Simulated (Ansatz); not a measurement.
System: sum formula AlHCl$_{2}$ (charge 0, singlet). SMILES: [Cl][AlH][Cl]
Structure (B3LYP-D3(BJ)/def2-TZVP (Ansatz, a quantum-chemistry and plane-wave program) minimum search):
```xyz
4

Cl     1.7940    -0.3221     0.1268
Al     0.0004     0.6802    -0.2572
Cl    -1.7944    -0.3237     0.1174
H      0.0012     2.1366    -0.8077
```
Charge 0, spin multiplicity 1.

Parts of the frozen-core correlation energy in aug-cc-pV(Q+d)Z (Ansatz, hartree). Frozen orbitals: 15; correlated occupied orbitals by spin: 9 and 9; virtual: 289 and 289. Spin-orbit coupling is left out. No relativistic terms.

```
term                             value
-------------------------  -----------
reference (HF)             -1161.71215
MP2 opposite-spin             -0.38564
MP2 same-spin                 -0.11291
CCSD correlation              -0.53466
(T)                           -0.02397
T1 diagnostic                    0.008
largest doubles amplitude        0.012
```
